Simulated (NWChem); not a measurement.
System: C$_{2}$H$_{4}$BNO; SMILES OB1C=NC1

```xyz
9

O     -0.0103    -1.9123     0.0000
B      0.0176    -0.5651     0.0000
C      1.0385     0.6303     0.0000
N      0.1064     1.5355     0.0000
C     -1.0881     0.5874     0.0000
H      0.8764    -2.3056     0.0000
H      2.0979     0.8987     0.0000
H     -1.7134     0.7377     0.8876
H     -1.7134     0.7377    -0.8876
```
Atoms are numbered in this order, from 1.

Computed with NWChem. The geometry was optimised at B3LYP/6-31G* (spherical d).

For level Hartree-Fock/def2-TZVP:

```
Quantity                     Result
---------------------------  ------
highest occupied level (eV)  -10.97
orbital gap (eV)              13.39
```

### Question
What are these values for level B3LYP/def2-TZVP?

### Answer
The highest occupied level (eV) comes out as -7.05 and the orbital gap (eV) is 5.30.
